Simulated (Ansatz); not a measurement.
The cluster Cs2I. Charge 0, multiplicity 4. Geometry PBE-D4/def2-TZVP; atoms count from 1.

```tsv
atom	x (Å)	y (Å)	z (Å)
Cs1	-3.1350	1.2791	0.0465
Cs2	1.3740	-2.7151	-1.4856
I3	1.7610	1.4359	1.4392
```

In the def2 sets Cs, I take a core potential; there is no spin–orbit coupling. At PBE0-D4/def2-TZVP a doublet of charge 0 lies 3.98 eV below the quartet, each at its own geometry. The structure comes from a short search, and lower isomers may exist.

Question: Estimate the Mulliken populations from the PBE0/def2-TZVP orbitals of Ansatz.

Answer: 
```tsv
atom	charge (e)	spin (α − β)
Cs1	-0.01	1.00
Cs2	-0.01	1.00
I3	0.03	1.00
```
Mulliken values and Mayer orders depend strongly on the basis.

Question: Where does the spin sit?

Answer: Summed by element: Cs 2.00, I 1.00, of 3 unpaired in all. Largest on single atoms: I3 1.00, Cs1 1.00, Cs2 1.00.
